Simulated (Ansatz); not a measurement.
```xyz
6

C    -0.430    0.159    0.483
Se    1.206   -0.776   -0.021
Se    1.375   -0.344   -2.201
H    -0.307    1.220    0.281
H    -0.583   -0.012    1.549
H    -1.260   -0.247   -0.091
```

The species carries charge 0 and has multiplicity 2.

(1) List the PBE/def2-TZVPP orbital energies in eV (Ansatz). (Best estimate.)

Results:

(1) Computed: α occupied: -12303.40, -12302.25, -1563.34, -1562.22, -1404.12, -1404.09, -1404.07, -1403.01, -1403.00, -1402.90, -269.89, -206.33, -205.20, -151.65, -151.54, -151.46, -150.57, -150.48, -150.21, -54.73, -54.72, -54.65, -54.57, -54.57, -53.69, -53.68, -53.47, -53.41, -53.35, -19.81, -17.36, -14.87, -10.90, -10.86, -9.52, -8.17, -7.56, -5.60, -5.23. α empty: -1.75, -0.66, 0.88, 1.77, 2.04, 3.19, 3.69, 3.97. β occupied: -12303.38, -12302.22, -1563.33, -1562.20, -1404.11, -1404.08, -1404.03, -1403.00, -1402.94, -1402.89, -269.90, -206.31, -205.16, -151.63, -151.52, -151.40, -150.55, -150.38, -150.19, -54.72, -54.71, -54.60, -54.52, -54.50, -53.62, -53.59, -53.46, -53.32, -53.30, -19.64, -17.20, -14.49, -10.87, -10.79, -9.43, -8.00, -6.93, -5.41. β empty: -4.32, -1.54, -0.57, 0.91, 1.81, 2.12, 3.34, 3.80. ⟨S²⟩ = 0.752.
